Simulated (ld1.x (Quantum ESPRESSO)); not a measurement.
Ti: one change to a TM potential, before and after

| Item | Value |
| --- | --- |
| Element | titanium |
| Generator | ld1.x (Quantum ESPRESSO) 7.5 |
| Type | norm-conserving Troullier–Martins (Kleinman–Bylander form) |
| Functional | PBE |
| Relativity | scalar-relativistic |
| Frozen core | [Ar] |
| Valence charge | 4 |
| Reference configuration | 3d2 4s0.5 4p0 (charge +1.5) |
| Partial waves | 4s (bound): rc 2.55 bohr; 3d (bound): rc 1.50 bohr; 4p (bound, empty): rc 2.35 bohr |
| Local potential | the p channel |
| Core correction | Bessel-smoothed model core, default radius (core density twice the valence density) |

All-electron outer shells of the reference configuration (PBE, scalar-relativistic, ld1.x):

| shell | level (eV) | outermost node (bohr) | outermost maximum (bohr) |
| --- | --- | --- | --- |
| 3p | -50.30 | 0.37 | 0.90 |
| 3d | -15.38 | – | 0.97 |
| 4s | -13.54 | 1.23 | 2.67 |
| 4p | -9.45 | 1.36 | 3.19 |

Change: core [Ne], valence charge 12; reference 3s2 3p6 3d2 4s0 4p0; waves now 3s (bound): rc 1.55 bohr; 3p (bound): rc 1.55 bohr; 3d (bound): rc 2.55 bohr; local potential the d channel; core correction Bessel-smoothed model core inside 0.75 bohr.

Cutoffs: the cutoffs (Ry, on a coarse ladder) from which the occupation-weighted sum of valence levels, in a spherical-Bessel basis at the reference potential, stays within 10 and 1 mRy of its value at 400 Ry; they do not see the model core or the augmentation charge, which bear on the density cutoff. Errors are all-electron minus pseudo energies relative to the spin-unpolarised reference configuration.

**Question.** What does the change do?

**Answer.** The potential gets softer (80 Ry and 90 Ry → 45 Ry and 80 Ry); the bound ghost in s disappears; the range in which the s phases agree narrows (upper end 3.4 → -1.7); the range in which the p phases agree narrows (upper end -0.3 → -1.8). Several settings change at once here, so the effects cannot be laid on one of them.

```tsv
quantity	base	changed
cutoff, loose	80 Ry	45 Ry
cutoff, tight	90 Ry	80 Ry
bound ghosts	s	none
largest error over its own tests, meV	-654	+2857
s: phases at 2.76 bohr within 0.05 rad from the reference energy up to (Ry; the scan ends near 5)	3.4	-1.7
p: phases at 2.76 bohr within 0.05 rad from the reference energy up to (Ry; the scan ends near 5)	-0.3	-1.8
d: phases at 2.76 bohr within 0.05 rad from the reference energy up to (Ry; the scan ends near 5)	-0.5	-0.7
```

Changed file: These tests converged, but a pseudo level misses the all-electron one widely, so the file describes the atom poorly there or has found another state: 3s2 3p6 3d1 4s0 4p0: empty 4s by 3.0 eV; 3s2 3p6 3d1 4s2 4p0: 3d by 2.4 eV; 3s2 3p5 3d2 4s2 4p0: 3d by 2.6 eV; 3s1 3p6 3d2 4s2 4p0: 3d by 2.9 eV. A true bound ghost makes a file unfit for plane-wave use even where its test errors are small: the radial tests pick states by their node count and pass the ghost by.
